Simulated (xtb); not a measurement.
CH$_{3}$O$_{3}$Re, charge -1, doublet, from a rough starting geometry (GFN-xTB shapes and energies of metal compounds can be far from the true ones) (the multiplicity is a formal guess); GFN2-xTB (xtb).

xtb was given this input:
```
$ xtb mol.xyz --gfn 2 --chrg -1 --uhf 1 --opt vtight --json

# file mol.xyz
8

Re     0.51461155    -0.93825673    -0.50694922
O      1.71883272    -0.08582300    -1.25683332
O      0.79998666    -1.62179674     0.95175958
O     -0.80656268    -1.41045753    -1.28788852
C     -0.41706383     0.84272175     0.35165945
H      0.32057806     1.46315184     0.76240977
H     -1.14373985     0.50778056     1.25811794
H     -1.04302603     1.34453778    -0.40897327
```

It wrote (shortened):

```
   ID    Z sym.   atoms
    1   75 Re     1
    2    8 O      2-4
    3    6 C      5
    4    1 H      6-8

           -------------------------------------------------
          |                Calculation Setup                |
           -------------------------------------------------

           -------------------------------------------------
          |                 G F N 2 - x T B                 |
           -------------------------------------------------

          ...................................................
          :                      SETUP                      :
          :.................................................:
          :  # basis functions                  29          :
          :  # atomic orbitals                  28          :
          :  # shells                           14          :
          :  # electrons                        33          :
          :  max. iterations                   250          :
          :  Hamiltonian                  GFN2-xTB          :
          :  restarted?                      false          :
          :  GBSA solvation                  false          :
          :  PC potential                    false          :
          :  electronic temp.          300.0000000     K    :
          :  accuracy                    1.0000000          :
          :  -> integral cutoff          0.2500000E+02      :
          :  -> integral neglect         0.1000000E-07      :
          :  -> SCF convergence          0.1000000E-05 Eh   :
          :  -> wf. convergence          0.1000000E-03 e    :
          :  Broyden damping             0.4000000          :
          :  net charge                         -1          :
          :  unpaired electrons                  1          :
          ...................................................

 iter      E             dE          RMSdq      gap      omega  full diag
   1    -18.9536632 -0.189537E+02  0.132E+01    0.24       0.0  T
   2    -19.0049591 -0.512959E-01  0.153E+01    0.07       1.0  T
   3    -19.3873383 -0.382379E+00  0.404E+00    0.02       1.0  T
   4    -19.4122835 -0.249451E-01  0.249E+00    0.14       1.0  T
   5    -19.4097544  0.252904E-02  0.204E+00    0.04       1.0  T
   6    -19.4141765 -0.442211E-02  0.937E-01    0.08       1.0  T
   7    -19.4141904 -0.138506E-04  0.875E-01    0.09       1.0  T
   8    -19.4158512 -0.166078E-02  0.360E-01    0.05       1.0  T
[...]
 * total energy  :   -19.3238685 Eh     change       -0.3511624E-03 Eh
 * total energy  :   -19.3241039 Eh     change       -0.2353501E-03 Eh
 * total energy  :   -19.3244151 Eh     change       -0.3112313E-03 Eh
 * total energy  :   -19.3247953 Eh     change       -0.3801865E-03 Eh
 * total energy  :   -19.3252269 Eh     change       -0.4315652E-03 Eh
 * total energy  :   -19.3253084 Eh     change       -0.8157521E-04 Eh
 * total energy  :   -19.3253341 Eh     change       -0.2570963E-04 Eh
 * total energy  :   -19.3253511 Eh     change       -0.1697313E-04 Eh
 * total energy  :   -19.3253552 Eh     change       -0.4118311E-05 Eh
 * total energy  :   -19.3253558 Eh     change       -0.5701984E-06 Eh
 * total energy  :   -19.3253561 Eh     change       -0.2466387E-06 Eh
 * total energy  :   -19.3253561 Eh     change       -0.8919899E-07 Eh
   *** GEOMETRY OPTIMIZATION CONVERGED AFTER 37 ITERATIONS ***
         :: total energy             -19.325356145028 Eh    ::
[...]
     3   8 O        0.770    -0.451    22.774     6.396
     4   8 O        0.771    -0.467    23.105     6.442
     5   6 C        3.591    -0.112    23.358     7.002
     6   1 H        0.924     0.037     2.491     2.468
     7   1 H        0.924     0.037     2.491     2.468
     8   1 H        0.924     0.038     2.476     2.461

 Mol. C6AA /au·bohr⁶  :       2011.561766
 Mol. C8AA /au·bohr⁸  :     135191.416750
 Mol. α(0) /au        :         87.789080

Wiberg/Mayer (AO) data.
largest (>0.10) Wiberg bond orders for each atom

 ---------------------------------------------------------------------------
     #   Z sym  total        # sym  WBO       # sym  WBO       # sym  WBO
 ---------------------------------------------------------------------------
     1  75 Re   7.101 --     4 O    2.023     2 O    2.023     3 O    1.992
                             5 C    0.964
     2   8 O    2.350 --     1 Re   2.023     4 O    0.151     3 O    0.141
     3   8 O    2.356 --     1 Re   1.992     2 O    0.141     4 O    0.141
     4   8 O    2.350 --     1 Re   2.023     2 O    0.151     3 O    0.141
     5   6 C    3.983 --     1 Re   0.964     7 H    0.960     6 H    0.960
                             8 H    0.960
     6   1 H    0.999 --     5 C    0.960
     7   1 H    0.999 --     5 C    0.960
     8   1 H    0.999 --     5 C    0.960
 ---------------------------------------------------------------------------

Topologies differ in total number of bonds
Writing topology from bond orders to xtbtopo.mol

molecular dipole:
                 x           y           z       tot (Debye)
 q only:       -1.344       2.489       0.884
   full:       -1.328       2.447       0.663       7.274
molecular quadrupole (traceless):
                xx          xy          yy          xz          yz          zz
 q only:       -2.088       1.116      -3.452      -0.231       0.787       5.540
  q+dip:       -2.181       1.085      -3.452      -0.643       1.546       5.633
   full:       -2.220       0.951      -3.309      -0.732       1.708       5.529

optimized geometry written to: xtbopt.xyz

           -------------------------------------------------
          | TOTAL ENERGY              -19.325356145028 Eh   |
          | GRADIENT NORM               0.000147637857 Eh/α |
          | HOMO-LUMO GAP               1.195206192603 eV   |
           -------------------------------------------------

normal termination of xtb
```
